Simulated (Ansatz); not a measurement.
Correlation energies of `C=C1[SiH2]S1` by basis set

Cartesian coordinates in Å:
```
C 1.2955 0.5110 -0.8130
C 0.3515 -0.1126 -0.1279
Si -1.2554 -0.2348 0.6918
S 0.2006 -1.7608 0.5533
H 2.2286 0.0293 -1.0858
H 1.1527 1.5398 -1.1236
H -1.4783 0.4036 2.0070
H -2.4952 -0.3756 -0.1019
```

Total charge 0; spin multiplicity 1. All single points use the PBE0-D4/def2-TZVP geometry. Frozen core, restricted reference, Ansatz. CBS rows extrapolate triple and quadruple zeta; past MP2 they add the triple-zeta difference.

```
     basis     HF (Eh)  MP2 corr.
  def2-SVP  -764.20741   -0.48573
def2-TZVPP  -764.53941   -0.61018
def2-QZVPP  -764.56285   -0.65514
```

Task: Estimate the CCSD correlation energy and the (T) correction in each basis where they were run (hartree).

Result: 
```
     basis  CCSD corr.       (T)
  def2-SVP    -0.52943  -0.02126
def2-TZVPP    -0.64860  -0.03379
 CBS(def2)    -0.72685     as TZ
```
